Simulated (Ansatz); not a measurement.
Species: SbH₅, net charge 0, singlet state. 
Geometry from a B3LYP-D3(BJ)/def2-TZVP (Ansatz, a quantum-chemistry and plane-wave program) optimisation:
SMILES: [SbH5]
```xyz
6

Sb     0.0000     0.0000     0.0000
H     -0.0107     0.0040     1.7743
H      0.0107    -0.0040    -1.7743
H      1.7149    -0.0292     0.0104
H     -0.8322     1.4998    -0.0084
H     -0.8827    -1.4706    -0.0020
```
Charge 0, spin multiplicity 1.

Basis-set convergence of Hartree-Fock and CCSD correlation energies (hartree) with Ansatz. Valence correlation only, unless marked. No spin-orbit coupling. Frozen are the shells of the preceding noble gas and the d and f shells that filled before the atom's block. In def2 rows, elements after Kr have scalar-relativistic effective core potentials.

```
basis        functions       E(HF)  E(corr, CCSD)
-----------  ---------  ----------  -------------
def2-SVPD           72  -242.01279       -0.18388
def2-TZVPPD        141  -242.02840       -0.21362
def2-QZVPPD        253  -242.03127       -0.22310
```

Extrapolating the two largest sets (X = 3 and 4) as X^-3: E(corr) = (64·(-0.22310) - 27·(-0.21362))/37 = -0.2300 Eh, an estimate of the basis-set limit. The largest set recovers 97.0 % of it, the smallest 79.9 %.
